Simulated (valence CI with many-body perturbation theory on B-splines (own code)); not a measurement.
**Level structure of Sn IX**

Method: valence CI with perturbative core correlation (CI+MBPT): six valence electrons over a frozen Dirac-Fock core [Kr], radial functions for each j: 7 s, 7 p, 8 d, 6 f, 4 g, 1 h, with the one-electron correlation potential Σ1 (screened to all orders), the two-electron term Σ2, the three-electron term Σ3, Breit, model QED; selected single and double excitations, second order for the rest, scaled by the run's own slope (own B-spline code, finite nucleus).

No measured levels were compared; by estimate terms of the open shell hold to 2 to 4 % of their energy, and close levels can change places; different configurations can be misplaced against each other by 1,000 to 8,000 cm⁻¹. Among the levels kept, up to 720 cm⁻¹ of a level comes from second order outside the variational space, and about a tenth of that is noise between levels of different J, which matters for small intervals. Only levels of the ground parity were solved; by the run's estimate the other parity begins above the list, which can be wrong where configurations are misplaced.

Levels 1 to 29 of 29, with energies above the lowest level, 4d6 5D_4. "Leading %" is the weight of the configuration and term that name the level; weights of strongly mixed levels are sums over their largest components and can fall short. Lifetimes count E1, E2, E3, M1 and M2 decay at the calculated energies, and are blank where another channel may lead or the interval is too uncertain; long ones can be off by a factor of two.

```
No.  Configuration  Term  J  E (cm⁻¹)  Leading %  Lifetime  Second component      g
  1            4d6    5D  4       0.0         92                  6 % 4d6 3F  1.482
  2            4d6    5D  3      5000         95    238 ms                    1.489
  3            4d6    5D  2      6613         87    4.13 s        8 % 4d6 3P  1.487
  4            4d6    5D  1      8592         91    1.51 s        7 % 4d6 3P  1.490
  5            4d6    5D  0      9306         90    18.3 s        7 % 4d6 3P       
  6            4d6    3H  4     24070         32   38.9 ms       24 % 4d6 3G  1.023
  7            4d6    3H  6     26594         89   10700 s        9 % 4d6 1I  1.151
  8            4d6    3H  5     26836         62    989 ms       37 % 4d6 3G  1.095
  9            4d6    3P  2     27009         75   13.1 ms       11 % 4d6 5D  1.445
 10            4d6    3F  3     31253         62   28.7 ms       31 % 4d6 3G  0.989
 11            4d6    3F  2     32519         85   48.5 ms       10 % 4d6 1D  0.728
 12            4d6    3H  4     33387         52   22.2 ms       41 % 4d6 3F  1.012
 13            4d6    3G  5     36922         62   60.9 ms       37 % 4d6 3H  1.137
 14            4d6    3P  1     38457         53   12.5 ms       39 % 4d6 3D  1.098
 15            4d6    3P  0     38492         52   12.5 ms       40 % 4d6 1S       
 16            4d6    3G  4     38983         69   62.9 ms       15 % 4d6 3F  1.068
 17            4d6    3G  3     40690         61   38.9 ms       34 % 4d6 3F  0.875
 18            4d6    3D  2     41636         76   46.9 ms       12 % 4d6 3P  1.172
 19            4d6    3D  3     42919         89   19.7 ms                    1.304
 20            4d6    1I  6     43790         89   49.9 ms        9 % 4d6 3H  1.015
 21            4d6    3D  1     44557         57   16.6 ms       41 % 4d6 3P  0.922
 22            4d6    1G  4     50276         74   14.4 ms       14 % 4d6 3F  1.016
 23            4d6    3P  0     53472         72   18.6 ms       26 % 4d6 1S       
 24            4d6    1D  2     54481         73   14.5 ms       10 % 4d6 3F  1.024
 25            4d6    1F  3     55438         74   47.1 ms       22 % 4d6 3F  1.018
 26            4d6    3P  1     64538         96   8.35 ms                    1.489
 27            4d6    3P  0     66138         62   4.88 ms       34 % 4d6 1S       
 28            4d6    3F  4     67991         88   10.6 ms        7 % 4d6 1G  1.226
 29            4d6    3F  2     68669         94   11.4 ms                    0.684
```

Names give the largest LS component (configuration and term), which can be under half, so a name can repeat, a term be missing and a line seem to break the LS rules; names also repeat where a configuration has a term twice.

Where two levels of one J and parity lie close, their mixing, g and order are uncertain.

The ionisation energy to 4d5 6S_5/2 of the next ion comes out as 157.13 eV (NIST: 156 ± 2.2 eV (theoretical)). All 29 levels together are meant to be complete up to 68866 cm⁻¹.
